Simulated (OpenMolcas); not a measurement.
# Cu2+: moving the ligands

Cu2+ with 6 ligands (chloride) in octahedral coordination (Oh) at 2.49 Å. A charge of +0.667 e stands 2.8 Å behind each ligand. Ligand basis ANO-RCC-VDZP.

| Item | Value |
| --- | --- |
| Program | OpenMolcas 26.06 |
| Method | SS-CASPT2, IPEA 0.25 Eh, imaginary shift 0.1 Eh (closed shells correlated: 3s 3p and the ligand valence shells) |
| Basis | ANO-RCC-VTZP [6s5p3d2f1g] |
| Scalar Hamiltonian | DKH2, point nucleus |
| Active space | 9 electrons in 5 orbitals (3d) |
| State averaging | 2S+1 = 2 even, 5 roots |
| Spin-orbit coupling | RASSI with atomic mean-field integrals over the reference wave functions |

Runs around this geometry, states (labels of O, the rotations of Oh). Energies in cm-1 above the lowest state or level, χT in cm3 K/mol; 10Dq is the gap between the two states.

```
R (Å)  Ground state  First state of that spin  10Dq  First gap with spin-orbit (degeneracies)  χT at 300 K
 2.43            2E                  2T2 5460  5457                               4810 (4, 2)        0.636
 2.49            2E                  2T2 4620  4624                               4000 (4, 2)        0.681
 2.58            2E                  2T2 3630  3634                               3050 (4, 2)        0.756
```

Taking |10Dq| as R^-n, n = -ln(3634 / 5457) / ln(2.58 / 2.43) = 6.8 between the shortest and longest distance. The point-charge formula for a cubic d site gives n = 5.

Over all roots computed the reference weight is 0.67 in R = 2.43, 0.67 in R = 2.49, 0.67 in R = 2.58; a low but even weight reflects the number of correlated electrons. An orbital doublet at a regular site is open to a Jahn-Teller distortion, which this geometry leaves out. A single d shell leaves out the double-shell effect, which counts most for late 3d ions, where the CASPT2 field can be off either way by tens of per cent. Ligand-to-metal charge-transfer states are missing. With one d shell and no ligand orbital active, 10Dq can be off by tens of per cent for divalent 3d ions, low with halides held by bare charges and at times high in hosts, and the orbital part of g and χT goes as 1/10Dq. Free-ion shares, where given, are those of the reference states; single-state CASPT2 does not remix them. No measured value stands beside these numbers; the geometry was imposed, not optimised, and the real ion may take another.
